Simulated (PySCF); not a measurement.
C2H7OSi, SMILES C[Si](C)O (connectivity only; charge and spin as stated), charge +1, multiplicity 1.

The structure is a stationary point at B3LYP-D3(BJ)/def2-SVP. The spin state was assumed, not searched. The isomer is the one that the SMILES or the coordinates give; other isomers of the formula were not compared. One conformer was computed; it need not be the lowest.

Computed with B3LYP-D3(BJ)/def2-SVP in PySCF.

Frequencies are harmonic and unscaled.

Computed normal modes with their intensities:
```
mode  ν (cm⁻¹)  IR (km/mol)  moving atoms (share of kinetic energy)
----  --------  -----------  --------------------------------------
1           24          0.1                                  H 99 %
2           53          0.6                                  H 93 %
3          210          1.5                 C 41 %, H 37 %, Si 14 %
4          236          4.1          Si 50 %, H 31 %, C 10 %, O 9 %
5          279         15.6         O 38 %, H 27 %, C 21 %, Si 14 %
6          513        149.1                           H 90 %, O 9 %
7          638         10.8                  C 60 %, H 22 %, O 15 %
8          656        174.6                           H 82 %, O 9 %
9          690         17.0                          H 82 %, C 16 %
10         720         11.8                          H 61 %, C 30 %
11         806         53.0                 H 68 %, C 21 %, Si 11 %
12         846         15.9                   H 68 %, C 23 %, O 9 %
13         875        159.1                 Si 42 %, H 29 %, C 27 %
14        1055        139.1                 Si 44 %, O 42 %, H 12 %
15        1275         47.4                          H 79 %, C 21 %
16        1278         35.3                          H 81 %, C 19 %
17        1390          1.3                                  H 95 %
18        1391          1.9                                  H 96 %
19        1403         13.5                                  H 96 %
20        1409         29.8                                  H 96 %
21        3019         31.9                                  H 97 %
22        3025         18.1                                  H 97 %
23        3102          9.4                           H 91 %, C 9 %
24        3108         21.0                           H 91 %, C 9 %
25        3151         10.6                           H 91 %, C 9 %
26        3156         18.2                          H 90 %, C 10 %
27        3818        322.6                                  H 94 %
```
